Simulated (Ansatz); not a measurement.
Basis-set series for `[F][Sn]([F])([SH])[SH]`. Charge 0, multiplicity 1. Sn: def2 effective core potential. The geometry is a stationary point of PBE0-D4/def2-TZVP. It is one conformer, not always the lowest.

| atom | x (Å) | y (Å) | z (Å) |
| --- | --- | --- | --- |
| F1 | -0.453 | 1.719 | -1.511 |
| Sn2 | -0.065 | 0.416 | -0.182 |
| F3 | -1.160 | 0.972 | 1.277 |
| S4 | 2.241 | 0.653 | 0.255 |
| S5 | -0.855 | -1.736 | -0.751 |
| H6 | 2.267 | -0.499 | 0.950 |
| H7 | -1.976 | -1.524 | -0.037 |

| functional | basis | functions | energy (Eh) | HOMO (eV) | LUMO (eV) |
| --- | --- | --- | --- | --- | --- |
| PBE0-D4 | def2-SVP | 100 | -1210.81006 | -8.38 | -2.29 |
| PBE0-D4 | def2-TZVPP | 224 | -1211.36259 | -8.50 | -2.47 |
| ωB97M-V | def2-SVP | 100 | -1211.12535 | -10.55 | -0.17 |
| ωB97M-V | def2-TZVPP | 224 | -1211.68110 | -10.70 | -0.45 |

Give the rows for def2-QZVPP. (Estimate.)

Computed: 
```
functional       basis  functions  energy (Eh)  HOMO (eV)  LUMO (eV)
   PBE0-D4  def2-QZVPP        396  -1211.40149      -8.51      -2.51
   ωB97M-V  def2-QZVPP        396  -1211.71811     -10.72      -0.58
```
